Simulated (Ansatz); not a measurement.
`F[SiH2]C[SiH2]F` → `FC[SiH2]F` + `[SiH2]` at 500 K and 1 bar (silylene formation by 1,1-elimination).

Computed with Ansatz on PBE0-D4/def2-TZVP structures; ΔE is electronic, products minus reactants. CBS: MP2 limit from def2 TZ/QZ plus the TZ coupled-cluster correction, frozen cores. This one scheme is used for every species. One conformer a species, not always the lowest.

```
          species  CCSD(T)/CBS energy (Eh)  H − E (kJ/mol)  S (J/(mol·K))
`F[SiH2]C[SiH2]F`               -819.54869           226.9          434.1
      `FC[SiH2]F`               -529.16787           166.0          357.9
         `[SiH2]`               -290.19011            48.0          226.5
```

H − E and S are ideal-gas, rigid-rotor, harmonic terms from PBE0-D4/def2-TZVP, for one conformer and one mirror image of each species. 1 Eh = 2625.50 kJ/mol, R = 8.31446 J/(mol·K).

Task: By hand: ΔE, ΔH, ΔS and ΔG.

Result: ΔE = (-529.16787) + (-290.19011) − (-819.54869) = 0.19071 Eh = 500.7 kJ/mol. Δ(H − E) = 166.0 + 48.0 − 226.9 = -12.9, so ΔH = 487.8 kJ/mol. ΔS = 357.9 + 226.5 − 434.1 = 150.3 J/(mol·K). ΔG = 487.8 − 500 × (150.3)/1000 = 412.6 kJ/mol.

Task: By hand: the equilibrium constant, and the temperature at which ΔG would vanish if ΔH and ΔS stayed fixed.

Result: log₁₀ K = −ΔG/(RT ln 10) = -43.1. ΔG = 0 at ΔH/ΔS = 3246 K, far beyond where these terms or the molecules hold.

The number of gas molecules changes by +1, which sets the sign of ΔS. A doubt of 5 kJ/mol in ΔE shifts log₁₀ K by 0.5 here. Other conformers and mirror images would add mixing entropy, several J/(mol·K) or more a flexible species. Modes under 60 cm⁻¹, often nearly free rotors, make the harmonic entropy too high. These are equilibria of isolated gas molecules and say nothing of rates. Largest T1 diagnostic: 0.014 (customary marks: 0.02 for closed shells, 0.045 for open ones).
